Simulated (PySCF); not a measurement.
Screening by computed properties: pick the candidate that meets the target.

Species are written as SMILES; each is one conformer at its optimised geometry, gas phase, non-relativistic unless stated; the electronic structure was computed with PySCF and density fitting.

Dipoles, sizes and rotational constants follow the conformer. The torsions of the flexible species, by atom-mapped SMILES:
- `[CH2:1]=[N:2][Si@@:3]([Cl:4])([C:5]#[C:6][CH3:7])[C:8](=[CH2:9])[CH3:10]`: C1–N2–Si3–Cl4 -122°, N2–Si3–C8–C9 -2°
- `[CH:1]#[C:2]/[C:3]([F:4])=[CH:5]/[CH2:6][F:7]`: C3–C5–C6–F7 158°
- `[CH3:1][CH2:2][C@@H:3]1[CH2:4][C@@:5]1([SiH3:6])[NH:7][SiH3:8]`: C1–C2–C3–C4 -88°, C4–C5–N7–Si8 81°
- `[CH3:1][NH:2][SiH2:3]/[CH:4]=[C:5](/[C:6]#[N:7])[O:8][CH3:9]`: C1–N2–Si3–C4 -178°, N2–Si3–C4–C5 178°, C4–C5–O8–C9 -178°
- `[CH2:1]=[C:2]1[CH:3]=[C:4]1[CH:5]([F:6])[F:7]`: C3–C4–C5–F6 -3°
- `[CH2:1]=[CH:2][CH2:3][C@@H:4]1[CH2:5][C@@:6]1([Cl:7])[CH2:8][O:9][SiH3:10]`: C1–C2–C3–C4 117°, C2–C3–C4–C5 156°, C5–C6–C8–O9 35°, C6–C8–O9–Si10 -178°

Problem. Wanted: dipole moment above 3 D (PBE0/pcSseg-1) and HOMO energy below -7 eV (PBE0/pcSseg-1), at GFN2-xTB geometries. Which candidate meets both?
A. `CN[SiH2]/C=C(/C#N)OC`
B. `CC[C@@H]1C[C@@]1([SiH3])N[SiH3]`
C. `C=N[Si@@](Cl)(C#CC)C(=C)C`
D. `C(/CF)=C(\C#C)F`
E. `C=C1C=C1C(F)F`

Solution. C. Computed values:
```
                        species  dipole moment  HOMO energy
CC[C@@H]1C[C@@]1([SiH3])N[SiH3]         0.83 D     -6.39 eV
                C(/CF)=C(\C#C)F         1.50 D     -7.37 eV
                  C=C1C=C1C(F)F         1.70 D     -6.54 eV
           CN[SiH2]/C=C(/C#N)OC         2.49 D     -6.77 eV
      C=N[Si@@](Cl)(C#CC)C(=C)C         3.80 D     -7.09 eV
```

Problem. Wanted: smallest rotational constant below 0.57 GHz (GFN2-xTB) and HOMO–LUMO gap above 6.6 eV (PBE0/pcSseg-1), at GFN2-xTB geometries. Which candidate meets both?
A. `C#C/C(=C/CF)F`
B. `C=CC[C@@H]1C[C@@]1(Cl)CO[SiH3]`
C. `N(C)[SiH2]/C=C(\OC)C#N`
D. `C=N[Si@@](Cl)(C#CC)C(=C)C`
E. `CC[C@@H]1C[C@@]1([SiH3])N[SiH3]`

Solution. B. Computed values:
```
                        species  smallest rotational constant  HOMO–LUMO gap
 C=CC[C@@H]1C[C@@]1(Cl)CO[SiH3]                     0.440 GHz        7.59 eV
         N(C)[SiH2]/C=C(\OC)C#N                     0.511 GHz        5.26 eV
      C=N[Si@@](Cl)(C#CC)C(=C)C                     0.619 GHz        6.02 eV
CC[C@@H]1C[C@@]1([SiH3])N[SiH3]                     0.710 GHz        7.10 eV
                  C#C/C(=C/CF)F                     1.095 GHz        6.15 eV
```
